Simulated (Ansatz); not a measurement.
Molecule: germanium monotelluride, GeTe, charge 0, multiplicity 1. SMILES: [Ge]=[Te]
Coordinates optimised at B3LYP-D3(BJ)/def2-TZVP (Ansatz, an electronic-structure program):
```xyz
2

Ge     0.0000     0.0000    -1.4601
Te     0.0000     0.0000     0.8985
```
Charge 0, spin multiplicity 1.

Wanted: vertical ionisation energy (to the doublet state of charge +1; each state is the SCF solution reached for its spin; for the singlet the Hartree-Fock reference is unstable and T1 is 0.030), in eV. Valence correlation only, unless marked. UHF or UKS for open shells. No spin-orbit coupling. The frozen core is the preceding noble-gas configuration, with the filled d and f shells of earlier blocks. Past Kr the def2 sets carry scalar-relativistic core potentials. CBS marks a two-point X^-3 extrapolation of the correlation energy; Hartree-Fock from the larger set.

```json
[
 {"level": "PBE/def2-TZVPD", "program": "Ansatz", "vertical ionisation energy (eV)": "(withheld)"},
 {"level": "BHLYP/def2-TZVPD", "program": "Ansatz", "vertical ionisation energy (eV)": "8.88"},
 {"level": "wB97M-V/def2-TZVPD", "program": "Ansatz", "vertical ionisation energy (eV)": "8.91"},
 {"level": "CCSD/def2-SVPD", "program": "Ansatz", "vertical ionisation energy (eV)": "8.91"},
 {"level": "CCSD(T)/CBS(def2-TZVPPD,def2-QZVPPD)", "program": "Ansatz", "vertical ionisation energy (eV)": "(withheld)"}
]
```

Problem. Complete the blanks.

Solution. 
- PBE/def2-TZVPD, vertical ionisation energy (eV): 9.11
- CCSD(T)/CBS(def2-TZVPPD,def2-QZVPPD), vertical ionisation energy (eV): 9.26
